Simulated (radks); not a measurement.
The numbers below are computed, except where a source is named.
These are the eigenvalues of the occupied orbitals of an atom or ion with whole-number occupations (eV). Code: a radial shooting solver on a logarithmic mesh with Libxc functionals. Model: Dirac Kohn-Sham, PBE, spin-unpolarised, spherical densities, finite nucleus; Fermi nuclear charge, rms radius of each element as measured or else 0.836 A^(1/3) + 0.57 fm.

orbital  eigenvalue
1s1/2     -10247.50
2s1/2     -1282.045
2p1/2     -1137.239
2p3/2     -1109.580
3s1/2     -168.4101
3p1/2     -121.6072
3p3/2     -117.9846
3d3/2      -39.6331
3d5/2      -39.1671
4s1/2      -26.0668

Which element is it, and in what charge state? The configuration may be excited. Open shells, if any, fill j = l - 1/2 first.

Answer. Z = 31, gallium, charge +2: Ga2+ in [Ar] 3d10 4s1. The list shows which subshells hold electrons but not how many an open one holds; the 1s level, -376.59 hartree, gives Z - s = 27.4 by -(Z - s)^2/2, which with screening and relativity narrows Z to a few neighbours, and the depths of the outer levels then fix element, charge and occupations together.
